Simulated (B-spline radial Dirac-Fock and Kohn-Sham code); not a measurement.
Z = 69 (thulium), transition energy 26.1 keV. These are calculated numbers from a radial finite-basis atomic code; the model is a Dirac-Hartree-Slater potential of the neutral atom with a Latter tail (no hole, which puts coefficients of high multipoles low close above an edge), finite nucleus with surface currents. The K shell is not open to conversion at this energy. Subshells that would emit electrons below 1 keV are left out.

Question: A pure transition shows α(L) = 2340, L1/L2 = 15.0 and L1/L3 = 1.93. What is its multipolarity?
A. E4
B. M4
C. E1
D. E3
E. M1
F. M3
G. E2
H. M2

Answer: H. For comparison, α(L), L1/L2, L1/L3 are E1 1.90, 1.25, 0.875; E2 1070, 0.0114, 0.00896; E3 112000, 0.0162, 0.0130; E4 4.81e+06, 0.0143, 0.0113; M1 20.6, 10.4, 67.5; M3 285000, 14.3, 0.187; M4 1.79e+07, 12.2, 0.0573.
